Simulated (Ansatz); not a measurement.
`C[B](C)[InH2]` + fluoromethane → `C[B]([InH2])CF` + CH₄ at 298.15 K and 1 bar (formal exchange of groups at a B–C bond).

Computed with Ansatz on PBE0-D4/def2-TZVP structures; ΔE is electronic, products minus reactants. CCSD(T)/CBS adds triple-zeta CCSD(T) − MP2 to the extrapolated MP2 energy (def2 sets, frozen cores). This one scheme is used for every species. def2 core potentials past Kr. For In outer-core shells are correlated without core-valence functions, which leaves a few kJ/mol of doubt a bond. Each species was taken in one conformer, which may not be the lowest.

| species | CCSD(T)/CBS energy (Eh) | H − E (kJ/mol) | S (J/(mol·K)) |
| --- | --- | --- | --- |
| `C[B](C)[InH2]` | -295.49461 | 253.7 | 364.4 |
| `CF` | -139.63461 | 113.4 | 222.6 |
| `C[B]([InH2])CF` | -394.67370 | 237.8 | 389.8 |
| CH₄ | -40.46206 | 127.4 | 186.2 |

H − E and S are ideal-gas, rigid-rotor, harmonic terms from PBE0-D4/def2-TZVP, for one conformer and one mirror image of each species. 1 Eh = 2625.50 kJ/mol, R = 8.31446 J/(mol·K).

Problem. By hand: ΔE, ΔH, ΔS and ΔG.

Solution. ΔE = (-394.67370) + (-40.46206) − (-295.49461) − (-139.63461) = -0.00654 Eh = -17.2 kJ/mol. Δ(H − E) = 237.8 + 127.4 − 253.7 − 113.4 = -1.9, so ΔH = -19.1 kJ/mol. ΔS = 389.8 + 186.2 − 364.4 − 222.6 = -11.0 J/(mol·K). ΔG = -19.1 − 298.15 × (-11.0)/1000 = -15.8 kJ/mol.

Problem. By hand: the equilibrium constant, and the temperature at which ΔG would vanish if ΔH and ΔS stayed fixed.

Solution. log₁₀ K = −ΔG/(RT ln 10) = 2.8. ΔG = 0 at ΔH/ΔS = 1736 K, though so small a ΔS makes that figure unsure.

The number of gas molecules stays the same, so ΔS is small and ΔH decides. A doubt of 5 kJ/mol in ΔE shifts log₁₀ K by 0.9 here. Other conformers and mirror images would add mixing entropy, several J/(mol·K) or more a flexible species. These are equilibria of isolated gas molecules and say nothing of rates. Largest T1 diagnostic: 0.013 (customary marks: 0.02 for closed shells, 0.045 for open ones).
